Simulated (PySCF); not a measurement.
C4H12Al2O, SMILES [CH3][Al]([CH3])[O][Al]([CH3])[CH3], GFN2-xTB optimised geometry.

```
19

Al    -0.70     1.52     0.00
C     -2.66     1.53     0.41
C      0.44     3.10    -0.41
O      0.06     0.01     0.00
Al     0.81    -1.50     0.00
C      2.81    -1.50     0.00
C     -0.38    -3.10     0.00
H     -3.22     0.90    -0.28
H     -3.08     2.53     0.36
H     -2.86     1.14     1.42
H      1.28     3.18     0.28
H      0.88     3.03    -1.41
H     -0.11     4.04    -0.36
H      3.22    -2.51    -0.02
H      3.22    -1.00     0.88
H      3.22    -0.97    -0.87
H     -1.06    -3.10     0.86
H      0.18    -4.04     0.03
H     -1.02    -3.13    -0.89
```

Density from PBE0/def2-SVP (PySCF 2.14.0) at that geometry.

Minimum of the electron density along straight lines between bonded atoms, close to the bond critical point (lines longer than 1.1 times the sum of covalent radii, or with two minima, are not listed):

```json
[
 {"bond": "Al1–C2", "length / Å": "1.996", "ρ at the minimum / e bohr⁻³": "0.078", "∇²ρ there / e bohr⁻⁵": "0.29", "position (fraction from the first atom)": "0.40"},
 {"bond": "Al1–C3", "length / Å": "1.996", "ρ at the minimum / e bohr⁻³": "0.078", "∇²ρ there / e bohr⁻⁵": "0.29", "position (fraction from the first atom)": "0.40"},
 {"bond": "Al1–O4", "length / Å": "1.690", "ρ at the minimum / e bohr⁻³": "0.098", "∇²ρ there / e bohr⁻⁵": "0.92", "position (fraction from the first atom)": "0.43"},
 {"bond": "O4–Al5", "length / Å": "1.690", "ρ at the minimum / e bohr⁻³": "0.098", "∇²ρ there / e bohr⁻⁵": "0.92", "position (fraction from the first atom)": "0.57"},
 {"bond": "Al5–C6", "length / Å": "1.996", "ρ at the minimum / e bohr⁻³": "0.078", "∇²ρ there / e bohr⁻⁵": "0.29", "position (fraction from the first atom)": "0.40"},
 {"bond": "Al5–C7", "length / Å": "1.996", "ρ at the minimum / e bohr⁻³": "0.078", "∇²ρ there / e bohr⁻⁵": "0.29", "position (fraction from the first atom)": "0.40"},
 {"bond": "C2–H8", "length / Å": "1.094", "ρ at the minimum / e bohr⁻³": "0.264", "∇²ρ there / e bohr⁻⁵": "-0.91", "position (fraction from the first atom)": "0.62"},
 {"bond": "C2–H9", "length / Å": "1.092", "ρ at the minimum / e bohr⁻³": "0.267", "∇²ρ there / e bohr⁻⁵": "-0.93", "position (fraction from the first atom)": "0.62"},
 {"bond": "C2–H10", "length / Å": "1.094", "ρ at the minimum / e bohr⁻³": "0.264", "∇²ρ there / e bohr⁻⁵": "-0.91", "position (fraction from the first atom)": "0.62"},
 {"bond": "C3–H11", "length / Å": "1.094", "ρ at the minimum / e bohr⁻³": "0.264", "∇²ρ there / e bohr⁻⁵": "-0.91", "position (fraction from the first atom)": "0.62"},
 {"bond": "C3–H12", "length / Å": "1.094", "ρ at the minimum / e bohr⁻³": "0.264", "∇²ρ there / e bohr⁻⁵": "-0.91", "position (fraction from the first atom)": "0.62"},
 {"bond": "C3–H13", "length / Å": "1.092", "ρ at the minimum / e bohr⁻³": "0.267", "∇²ρ there / e bohr⁻⁵": "-0.93", "position (fraction from the first atom)": "0.62"},
 {"bond": "C6–H14", "length / Å": "1.092", "ρ at the minimum / e bohr⁻³": "0.267", "∇²ρ there / e bohr⁻⁵": "-0.93", "position (fraction from the first atom)": "0.62"},
 {"bond": "C6–H15", "length / Å": "1.094", "ρ at the minimum / e bohr⁻³": "0.264", "∇²ρ there / e bohr⁻⁵": "-0.91", "position (fraction from the first atom)": "0.62"},
 {"bond": "C6–H16", "length / Å": "1.094", "ρ at the minimum / e bohr⁻³": "0.264", "∇²ρ there / e bohr⁻⁵": "-0.91", "position (fraction from the first atom)": "0.62"},
 {"bond": "C7–H17", "length / Å": "1.094", "ρ at the minimum / e bohr⁻³": "0.264", "∇²ρ there / e bohr⁻⁵": "-0.91", "position (fraction from the first atom)": "0.62"},
 {"bond": "C7–H18", "length / Å": "1.092", "ρ at the minimum / e bohr⁻³": "0.267", "∇²ρ there / e bohr⁻⁵": "-0.93", "position (fraction from the first atom)": "0.62"},
 {"bond": "C7–H19", "length / Å": "1.094", "ρ at the minimum / e bohr⁻³": "0.264", "∇²ρ there / e bohr⁻⁵": "-0.91", "position (fraction from the first atom)": "0.62"}
]
```
